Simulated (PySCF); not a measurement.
Mapped SMILES: `[O:1]=[CH:2][C:3]#[C:4][B:5]([OH:6])[OH:7]`. Each H is labelled by its parent atom.

Geometry: PBE0-D3(BJ)/def2-SVP; GIAO absolute shieldings from PySCF, gas phase, non-relativistic, averaged over equivalent atoms.

At PBE0/6-31G* (104 basis functions, 8 s wall time on 1 thread of an Arm Neoverse V1, shared host):
```
      atoms  σ (ppm)
         O1   -332.3
      O6/O7    223.8
         C2     28.7
         C4    101.7
         C3    102.9
         B5     94.6
      H(C2)    22.73
H(O6)/H(O7)    29.04
```

Q: What do these become at PBE0/def2-SVP?

A: 
```tsv
atoms	σ at PBE0/def2-SVP	change
O1	-360.9	-28.6
O6/O7	230.0	+6.2
C2	23.1	-5.6
C4	97.3	-4.4
C3	98.5	-4.4
B5	91.4	-3.2
H(C2)	22.42	-0.31
H(O6)/H(O7)	28.24	-0.80
```

The largest change is at O1 (aldehyde oxygen). Cost: 113 basis functions, 8.2 s wall time on 1 thread of an Arm Neoverse V1, shared host. The order of the carbon signals is the same at both levels.

A carbon bonded to boron is broadened by the quadrupolar boron nucleus and is often missing from a measured spectrum.
